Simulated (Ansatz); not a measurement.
MoO2(OH)2 (MoO4H2). Total charge 0; singlet. Geometry PBE0-D4/def2-SVP; atoms count from 1.

Cartesian coordinates in Å:
```
Mo 0.010 0.329 -0.168
O 0.124 0.572 -1.820
O -0.051 1.814 0.600
O 1.506 -0.602 0.442
H 2.157 -1.053 -0.109
O -1.544 -0.637 0.192
H -2.202 -0.423 0.863
```

In the def2 sets Mo takes a core potential; there is no spin–orbit coupling.

Q: Estimate the Mulliken populations from the PBE0/def2-TZVP orbitals of Ansatz.

A: 
```csv
atom,charge (e),d electrons
Mo1,1.82,3.60
O2,-0.55,–
O3,-0.55,–
O4,-0.72,–
H5,0.36,–
O6,-0.72,–
H7,0.36,–
```
Mulliken values depend strongly on the basis.

Q: And the Mayer bond orders between heavy atoms (over 0.3)?

A: Mo1–O2 1.89 (1.67 Å); Mo1–O3 1.89 (1.67 Å); Mo1–O4 0.88 (1.86 Å); Mo1–O6 0.88 (1.86 Å).
